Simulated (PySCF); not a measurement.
**Ge: excitation energy**

Ge [Ar] 3d10 4s2 4p2 (3P) → Ge [Ar] 3d10 4s1 4p3 (5S), as a difference of total energies. Computed with PySCF 2.14 in x2c-TZVPPall with one added diffuse shell each of s, p, d type (7s6p5d1f, 57 functions), with the spin-free X2C one-electron Hamiltonian (Gaussian nucleus). Correlated levels: valence: [Ar] 3d10 frozen. The calculations carry no spin-orbit coupling.

| method | excitation energy (eV) |
| --- | --- |
| UHF | 3.541 |
| MP2 (valence) | 4.394 |
| SCS-MP2 (valence) | 4.787 |
| CCSD (valence) | 4.619 |
| CCSD(T) (valence) | 4.658 |

Errors of the correlated levels include the incompleteness of this basis and the frozen core.

Task: Which method comes closest to the reference value, and which is furthest?

Result: The reference is 5.078 eV (measured; NIST levels, between the centres of gravity of the two terms). Closest: SCS-MP2 (valence) (error -0.291 eV); furthest: UHF (error -1.537 eV).
